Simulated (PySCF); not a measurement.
Computed IR spectrum (relative IR intensity) of a molecule C₂H₆N₂Si. Coordinates come from a r2SCAN-D4/def2-SVP optimisation. The values are those of a single conformer. Level of theory: r2SCAN-D4/def2-SVP run with PySCF. Frequencies are harmonic and unscaled.

Lines under 2 % of the strongest are left out, and lines within 2 cm⁻¹ are merged.

ν (cm⁻¹): 260 (w), 333 (m), 362 (m), 379 (w), 403 (s), 442 (vs), 594 (m), 708 (w), 716 (w), 753 (m), 772 (w), 815 (w), 889 (s), 897 (vs), 957 (vs), 1531 (m), 1539 (w), 2126 (w), 2198 (s), 3458 (m), 3573 (w), 3582 (w), 3677 (w), 3688 (w) (against the strongest line: vs over 80 %, s over 45 %, m over 15 %, w over 4 %, vw less)

Identify the compound among the candidates.
A. C#C[SiH](N)N
B. N[Si@H]1C=NC1
C. N#CC[SiH2]N

A, C#C[SiH](N)N
